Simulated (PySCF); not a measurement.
Work out the structure from these simulated measurements.

Elements present: C, F and H. Monoisotopic mass: 99.0605 u (electron mass counted); charge +1.

| Quantity | Value |
| --- | --- |
| Polarisability | 63.0 au [PBE0/def2-SVPD] |
| UV, strongest line | among the 6 lowest singlet transitions: S3 at 6.51 eV (190 nm, f = 0.074) [TDDFT PBE0/def2-SVPD] |
| Triplet | lowest triplet excitation (Tamm–Dancoff): 5.75 eV [TDA PBE0/def2-SVPD] |
| UV, first state | lowest singlet excitation: 6.31 eV (196 nm, f = 0.002) [TDDFT PBE0/def2-SVPD] |
| Rotational structure | rotational constants A, B, C: 4.666, 1.781, 1.414 GHz [GFN2-xTB] |
| NMR, other nuclei | isotropic shieldings of nuclei other than C and H, by class: 381 (1 F) ppm [GIAO PBE0/pcSseg-1] |
| 13C NMR | chemical shifts (computed TMS as zero) by class: 196.2 (1 C), 193.0 (1 C), 171.5 (1 C), 90.7 (1 C), 22.1 (1 C), 15.1 (1 C) ppm [GIAO PBE0/pcSseg-1] |

Gas-phase values; electronic properties from PySCF, density fitting. Levels stand in brackets. The structure is a single GFN2-xTB conformer in the gas phase; no vibrational or solvent corrections. Each NMR value is the plain mean over a class of atoms that symmetry, rotation or inversion makes alike.

Question: Which formula fits the mass and the elements?

Answer: C6H8F (calculated 99.0605). No other formula that holds each of these elements comes within 0.0003 u with a fitting electron parity and a possible valence count.

Question: What is the compound? Reason from the data.

Answer: Numbering: `[CH3:1][c+:2]1[cH:3][c:4]1[C@H:5]([CH3:6])[F:7]`. 6 carbons fall into 6 classes; from least to most shielded: unsaturated ring carbon [C4] (196.2 ppm), unsaturated ring carbon [C2] (193.0 ppm), unsaturated ring CH carbon [C3] (171.5 ppm), sp3 C–F carbon [C5] (90.7 ppm), methyl carbon [C6] (22.1 ppm), methyl carbon [C1] (15.1 ppm). The other shieldings belong to: 381 ppm, alkyl fluorine [F7]. S1 is mainly HOMO−1→LUMO (weight 0.73); the largest Löwdin shares of the orbital it empties are 0.23 on the alkyl fluorine, 0.17 on a methyl carbon, 0.13 on the sp3 C–F carbon and 0.10 on an unsaturated ring carbon, of the orbital it fills 0.47 on the unsaturated ring CH carbon, 0.24 on an unsaturated ring carbon, 0.12 on an unsaturated ring carbon and 0.07 on the hydrogen on carbon. The optimised geometry has point group C1 and is an asymmetric top. Structure: `C[c+]1cc1[C@H](C)F`. Computed isomers that give other values at the same levels: `C#C[C+](C)CCF` (13C chemical shifts (computed TMS as zero) by class: 286.8 (1 C), 216.8 (1 C), 103.5 (1 C), 90.9 (1 C), 67.1 (1 C), 56.2 (1 C) ppm); `FC[C@H]1C=C[CH+]C1` (rotational constant A: 4.864 GHz; this holds for the one conformer computed); `C=CC(=C)[CH+]CF` (13C chemical shifts (computed TMS as zero) by class: 253.0 (1 C), 220.4 (1 C), 159.5 (1 C), 145.3 (1 C), 134.0 (1 C), 94.3 (1 C) ppm). The assignments are read from this structure; whether some other isomer fits the data as well wasn't checked. The mirror image fits equally.

Conformer computed: `[CH3:1][c+:2]1[cH:3][c:4]1[C@H:5]([CH3:6])[F:7]`: C3–C4–C5–C6 -57°.
